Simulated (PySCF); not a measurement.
Two-component Hartree-Fock for Tc⁺ (technetium, charge +1)

Start: [Kr] 4d4 5s1 5p1; 4d5/2 filled at m_j = -1/2, +1/2, +3/2, +5/2; 5s1/2 filled at m_j = +1/2; 5p3/2 filled at m_j = +3/2. Calculated with PySCF 2.14 in x2c-TZVPall-2c with one added diffuse shell each of s, p, d type (9s10p8d1f, 86 functions): generalised Hartree-Fock with the X2C-1e Hamiltonian and a Gaussian nucleus; one run each with spin-orbit coupling (SO) switched off, then screened by Boettger's factors. This is a chosen level, not necessarily the ground level.

| spinor shell | electrons | ε, spin-free (eV) | ε, screened SO (eV) | weight of nominal j (screened SO) | rms radius, screened SO (bohr) |
| --- | --- | --- | --- | --- | --- |
| 1s1/2 | 2 | -21173.1 | -21171.9 | 1.000 | 0.0394 |
| 2s1/2 | 2 | -3110.0 | -3109.7 | 1.000 | 0.162 |
| 2p1/2 | 2 | -2778.1 | -2859.8 | 1.000 | 0.141 |
| 2p3/2 | 4 | -2778.1 | -2740.0 | 1.000 | 0.145 |
| 3s1/2 | 2 | -586.17 | -586.15 | 1.000 | 0.442 |
| 3p1/2 | 2 | -474.27 | -488.50 | 1.000 | 0.439 |
| 3p3/2 | 4 | -474.27 | -467.68 | 1.000 | 0.450 |
| 3d3/2 | 4 | -293.26 | -295.68 | 0.969 | 0.433 |
| 3d5/2 | 6 | -293.26 | -291.68 | 0.980 | 0.436 |
| 4s1/2 | 2 | -102.57 | -102.61 | 1.000 | 1.13 |
| 4p1/2 | 2 | -68.551 | -73.006 | 0.688 | 1.25 |
| 4d5/2 | 4 | -25.916 | -25.921 | 0.669 | 1.71 |
| 5s1/2 | 1 | -17.492 | -17.507 | 0.997 | 3.13 |
| 5p3/2 | 1 | -12.068 | -11.966 | 1.000 | 3.76 |

Q: Where does 4p3/2 lie, and what is the 4p spin-orbit splitting (screened SO)?

A: At -66.471 eV, 6.535 eV above 4p1/2.

```tsv
quantity	spin-free	screened SO
E (hartree)	-4282.26904	-4282.81526
M_J	6	6
⟨J²⟩	42.014	42.022
⟨L²⟩	12.013	12.090
⟨S²⟩	12.001	11.965
```

Each row is a mean over spinors that exchange with the open shell spreads, by up to 9.867 eV (4p3/2).

Rows whose weight is well below 1 are mixtures of j = l ± 1/2: exchange outweighs spin-orbit coupling there, and the label is only the starting occupation.

Breit and QED terms are absent; they matter most for the inner s and p1/2 levels.

Densities and radii are taken from the X2C orbitals without a picture-change correction, which distorts them close to the nucleus.

Without spin-orbit coupling the j labels of p, d and f shells carry no meaning; the spin-free column gives the mean over the occupied spinors of each nl shell.
